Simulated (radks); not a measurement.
The numbers below are computed, except where a source is named.
Task: Yb+, 69 electrons, occupied as [Xe] 4f14 6s1 (the NIST ground configuration). Code: a radial shooting solver on a logarithmic mesh with Libxc functionals. Model: Dirac Kohn-Sham, LDA (Slater exchange, Perdew-Wang correlation), spin-unpolarised, spherical densities, finite nucleus; Fermi nuclear charge, rms radius 5.3108 fm. Some entries of the table are withheld. Estimate them.

| orbital | occ. | eigenvalue (hartree) | <r> (bohr) | r(max) (bohr) |
|---|---|---|---|---|
| 1s1/2 | 2 | -2245.503 | 0.01968 | 0.01238 |
| 2s1/2 | 2 | -380.4880 | (1) | 0.07082 |
| 2p1/2 | 2 | -363.1162 | 0.06874 | 0.05297 |
| 2p3/2 | 4 | -324.6829 | 0.07624 | 0.05940 |
| 3s1/2 | 2 | -85.93107 | 0.2165 | 0.1999 |
| 3p1/2 | 2 | -78.23355 | 0.2062 | 0.1875 |
| 3p3/2 | 4 | -70.07864 | 0.2203 | 0.2009 |
| 3d3/2 | 4 | -56.90678 | 0.1936 | 0.1580 |
| 3d5/2 | 6 | -55.12329 | 0.1979 | 0.1617 |
| 4s1/2 | 2 | -17.08236 | 0.4881 | 0.4557 |
| 4p1/2 | 2 | -13.96619 | 0.4957 | 0.4568 |
| 4p3/2 | 4 | -12.11240 | 0.5284 | 0.4854 |
| 4d3/2 | 4 | -6.97261 | 0.5537 | 0.4859 |
| 4d5/2 | 6 | -6.63513 | 0.5653 | 0.4952 |
| 5s1/2 | 2 | -2.27342 | 1.209 | 1.071 |
| 5p1/2 | 2 | (2) | 1.367 | 1.168 |
| 5p3/2 | 4 | (3) | 1.486 | 1.261 |
| 4f5/2 | 6 | -0.39665 | 0.7740 | 0.4796 |
| 6s1/2 | 1 | -0.35103 | 3.500 | 3.040 |
| 4f7/2 | 8 | -0.34811 | 0.7971 | 0.4852 |

Result: 
(1) 2s1/2 <r> (bohr): 0.08281
(2) 5p1/2 eigenvalue (hartree): -1.42869
(3) 5p3/2 eigenvalue (hartree): -1.20236
